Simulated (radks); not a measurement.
Q: Species: Co2+. Configuration: [Ar] 3d7. Calculated with a radial shooting solver on a logarithmic mesh with Libxc functionals: scalar-relativistic Kohn-Sham, PBE, spin-polarised, spherical densities, finite nucleus; open shells are filled with parallel spins first; Fermi nuclear charge, rms radius 3.7875 fm; hard spherical wall at 7 bohr. Some entries of the table are withheld. Estimate them.

orbital,occ.,eigenvalue (eV),<r> (bohr),<r^2> (bohr^2)
1s down,1,-7611.995,0.05619,0.004247
1s up,1,-7611.986,0.05619,0.004247
2s up,1,-918.1954,0.2556,0.07712
2s down,1,-916.6530,0.2553,0.07694
2p up,3,-788.9942,0.2251,0.06224
2p down,3,-787.8318,0.2248,0.06205
3s up,1,-122.8351,0.7736,0.6910
3s down,1,-119.4855,0.7756,0.6949
3p up,3,-86.0657,0.8151,0.7834
3p down,3,-82.7804,0.8188,0.7915
3d up,5,-28.3064,1.008,1.318
3d down,2,-25.2896,1.044,1.430
4s up,0,-21.3443,2.392,6.478
4s down,0,-20.3309,2.445,6.764
4p up,0,-14.9141,(1),8.936
4p down,0,-14.1592,(2),9.341
4d up,0,-6.5327,3.666,14.86
4d down,0,-6.0362,3.724,15.33

A: 
(1) 4p up <r> (bohr): 2.816
(2) 4p down <r> (bohr): 2.882
